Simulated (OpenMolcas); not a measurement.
## neutral lithium: from CASSCF to CASPT2

```json
{
  "Program": "OpenMolcas",
  "Basis": "ANO-RCC-VQZP [5s4p3d2f1g]",
  "Scalar Hamiltonian": "DKH2, point nucleus",
  "Active space": "1 electron in 4 orbitals (2s 2p)",
  "State averaging": "2S+1 = 2 even, 1 root; 2S+1 = 2 odd, 3 roots",
  "Spin-orbit coupling": "RASSI with atomic mean-field integrals over the reference wave functions, term energies averaged over their components"
}
```

Methods on the same reference wave functions:
A. CASSCF
B. SS-CASPT2, IPEA 0.25 Eh, imaginary shift 0.1 Eh (closed shells correlated: 1s)

Energies in cm⁻¹ above 2s ²S_1/2, the measured ground level; measured values from NIST Handbook of Basic Atomic Spectroscopic Data.

```json
{"Level": "2s ²S_1/2", "A": "0.0", "B": "0.0", "Measured": "0.0"}
{"Level": "2p ²P°_1/2", "A": "14850", "B": "14886", "Measured": "14904"}
{"Level": "2p ²P°_3/2", "A": "14850", "B": "14886", "Measured": "14904"}
```

Deviations, from unrounded energies. A percentage is the sum of absolute deviations over the sum of measured energies, with the sign that they share, or ± where signs differ.

```
           Against measurement  Levels     A     B
mean absolute deviation (cm-1)       2    54    18
      other configurations (%)       2  -0.4  -0.1
```

B lies closest to measurement on these levels. The largest miss of B in the table is 2p ²P°_3/2, by -18 cm-1. The ranking rests on the paired levels alone, and a cruder setting can come out closer through cancelling errors.

The lowest spin-free term lies below A's lowest term by 0.034 hartree in B.

ANO sets are built for ground and valence states and can reach diffuse excited orbitals poorly. With one active electron the reference holds no correlation, so core polarisation is missing (holds for A). With one active electron, CASPT2 adds the correlation within the correlated inactive shells and between them and that electron, and leaves the splitting within a term as the reference gives it (holds for B). Computed and measured levels are paired by configuration, term and J; levels that our copy of the source lacks, or whose pairing is in doubt (as where it misses far off the trend of its configuration), stay unpaired and out of the deviations. Levels of configurations outside the active space are missing.

° marks odd parity.
